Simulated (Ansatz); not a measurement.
`C[O][SnH]([CH3])[SeH]` and `C[O][SnH]([CH3])[SH]` differ in one atom or group.

Ansatz, PBE0-D4/def2-TZVP geometries, multiplicity 1. Each molecule was computed in one conformer, which needn't be the lowest.

Elements past krypton have def2 core potentials. Scalar relativity is left out up to krypton.

```csv
property,`C[O][SnH]([CH3])[SeH]`
HOMO–LUMO gap (PBE/def2-TZVPP) / eV,4.43
LUMO energy (ωB97M-V/def2-TZVPP) / eV,1.26
size of the dipole moment (ωB97M-V/def2-TZVPP) / D,1.54
LUMO energy (B3LYP/def2-TZVPP) / eV,-0.85
HOMO–LUMO gap (PBE0/def2-TZVPP) / eV,6.49
HOMO–LUMO gap (ωB97M-V/def2-TZVPP) / eV,10.48
```

Question: What does the change do to each property? (Estimate.)

Answer: The calculation gave: 
```json
{"property": "HOMO–LUMO gap (PBE/def2-TZVPP) / eV", "`C[O][SnH]([CH3])[SH]`": "4.69", "shift": "0.26"}
{"property": "LUMO energy (ωB97M-V/def2-TZVPP) / eV", "`C[O][SnH]([CH3])[SH]`": "1.53", "shift": "0.27"}
{"property": "size of the dipole moment (ωB97M-V/def2-TZVPP) / D", "`C[O][SnH]([CH3])[SH]`": "1.52", "shift": "-0.02"}
{"property": "LUMO energy (B3LYP/def2-TZVPP) / eV", "`C[O][SnH]([CH3])[SH]`": "-0.62", "shift": "0.23"}
{"property": "HOMO–LUMO gap (PBE0/def2-TZVPP) / eV", "`C[O][SnH]([CH3])[SH]`": "7.08", "shift": "0.59"}
{"property": "HOMO–LUMO gap (ωB97M-V/def2-TZVPP) / eV", "`C[O][SnH]([CH3])[SH]`": "11.15", "shift": "0.67"}
```

With PBE0 the HOMO falls by 0.35 eV and the LUMO rises by 0.24 eV, so the gap widens by about 0.59 eV. PBE moves the HOMO by -0.07 eV and ωB97M-V by -0.40 eV. Dipoles are sizes alone; their direction can turn.

B3LYP here is the variant with VWN-RPA as its local correlation; programs differ in this.

Spin–orbit coupling is left out; it splits and shifts lone-pair levels of the heavy atoms by tenths of an eV.
